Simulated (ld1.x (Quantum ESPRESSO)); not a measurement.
**An all-electron radial function and its pseudo partner (P (Z = 15))**

Columns: radius, all-electron u(r) and pseudo u(r) of the 3s shell (level -14.02 eV) of phosphorus in the configuration [Ne] 3s2 3p3; LDA (PZ), scalar-relativistic, TM semilocal scheme, ld1.x (Quantum ESPRESSO) 7.5.

```csv
r (bohr),all-electron,pseudo
0.085,0.1598,0.0264
0.170,-0.1015,0.0538
0.255,-0.3066,0.0832
0.340,-0.3801,0.1156
0.425,-0.3463,0.1521
0.510,-0.2444,0.1939
0.595,-0.1072,0.2417
0.680,0.0419,0.2962
0.765,0.1881,0.3571
0.850,0.3224,0.4234
0.935,0.4403,0.4928
1.020,0.5398,0.5620
1.105,0.6206,0.6270
1.190,0.6837,0.6839
1.275,0.7306,0.7295
1.360,0.7629,0.7622
1.445,0.7824,0.7822
1.530,0.7909,0.7909
1.615,0.7903,0.7903
1.700,0.7820,0.7820
1.785,0.7675,0.7675
1.870,0.7481,0.7481
1.955,0.7250,0.7250
2.040,0.6990,0.6990
2.125,0.6709,0.6709
2.210,0.6415,0.6415
```

Problem. How many radial nodes do the two functions have?

Solution. The all-electron 3s function has n − l − 1 = 2; the pseudo-wave has 0, since the states of the same l below it are removed with the core.

Problem. At about which radius was the pseudo-wave matched?

Solution. 1.65 bohr. The columns agree to 0.0005 from 1.45 bohr on; several derivatives are matched, so the curves merge somewhat inside the radius.

Problem. Is the pseudo-wave norm-conserving?

Solution. Yes: the TM semilocal scheme keeps the norm inside the radius equal to the all-electron one, which fixes the energy derivative of the logarithmic derivative at the level.
